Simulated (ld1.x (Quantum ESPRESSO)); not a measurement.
# Hg (Z = 80): one change to a TM potential, before and after

```
Element                 : Hg
Generator               : ld1.x (Quantum ESPRESSO) 7.5
Type                    : norm-conserving Troullier–Martins (Kleinman–Bylander form)
Functional              : LDA (PZ)
Relativity              : scalar-relativistic
Frozen core             : [Xe] 4f14
Valence charge          : 12
Reference configuration : 5d10 6s2 6p0
Partial waves           : 6s (bound): rc 2.05 bohr; 6p (bound, empty): rc 2.15 bohr; 5d (bound): rc 1.70 bohr
Local potential         : the d channel
Core correction         : Bessel-smoothed model core, default radius (core density twice the valence density)
```

All-electron outer shells of the reference configuration (LDA (PZ), scalar-relativistic, ld1.x):

```json
{"shell": "4f", "level (eV)": "-96.34", "outermost node (bohr)": "–", "outermost maximum (bohr)": "0.37"}
{"shell": "5p", "level (eV)": "-66.76", "outermost node (bohr)": "0.51", "outermost maximum (bohr)": "0.92"}
{"shell": "5d", "level (eV)": "-10.07", "outermost node (bohr)": "0.55", "outermost maximum (bohr)": "1.17"}
{"shell": "6s", "level (eV)": "-7.13", "outermost node (bohr)": "1.08", "outermost maximum (bohr)": "2.21"}
{"shell": "6p", "level (eV)": "-1.19", "outermost node (bohr)": "1.27", "outermost maximum (bohr)": "3.26"}
```

Change: functional PBE.

Cutoffs: the cutoffs (Ry, on a coarse ladder) from which the occupation-weighted sum of valence levels, in a spherical-Bessel basis at the reference potential, stays within 10 and 1 mRy of its value at 400 Ry; they do not see the model core or the augmentation charge, which bear on the density cutoff. Errors are all-electron minus pseudo energies relative to the spin-unpolarised reference configuration.

Q: Predict the effect on cutoff, ghosts and configuration errors.

A: The potential gets neither clearly harder nor softer (50 Ry and 70 Ry → 50 Ry and 70 Ry); both files keep a bound ghost (p, s); the number of tests that count goes from 9 to 7; of the 7 tests that both files solve, the error grows in 5 and shrinks in 0 by more than 15 % and 0.3 meV (median size 37.2 → 41.2 meV).

| quantity | base | changed |
| --- | --- | --- |
| cutoff, loose | 50 Ry | 50 Ry |
| cutoff, tight | 70 Ry | 70 Ry |
| bound ghosts | s, p | s, p |
| error for 5d10 6s1 6p0, meV [ΔE 11.05 → 10.69 eV] | -11 | -13 |
| error for 5d10 6s0 6p0, meV [ΔE 30.44 → 29.66 eV] | -49 | -59 |
| error for 5d9 6s0 6p0, meV [ΔE 66.26 → 65.19 eV] | -56 | -67 |
| error for 5d10 6s1 6p1, meV [ΔE 6.16 → 6.04 eV] | -5.2 | -6.6 |
| error for 5d9 6s2 6p0, meV [ΔE 15.73 → 15.52 eV] | -37 | -38 |
| error for 5d9 6s2 6p1, meV [ΔE 10.36 → 10.37 eV] | -67 | -70 |
| error for 5d10 6s0 6p1, meV [ΔE 18.59 → 18.10 eV] | -34 | -41 |
| s: phases at 2.34 bohr within 0.05 rad from the reference energy up to (Ry; the scan ends near 5) | 3.7 | 3.7 |
| p: phases at 2.34 bohr within 0.05 rad from the reference energy up to (Ry; the scan ends near 5) | 0.7 | 0.7 |
| d: phases at 2.34 bohr within 0.05 rad from the reference energy up to (Ry; the scan ends near 5) | 3.0 | 3.0 |

Base: These tests converged, but a pseudo level misses the all-electron one widely, so the file describes the atom poorly there or has found another state: 5d9 6s0 6p0: empty 6p by 5.3 eV (a node warning on the way). A true bound ghost makes a file unfit for plane-wave use even where its test errors are small: the radial tests pick states by their node count and pass the ghost by.
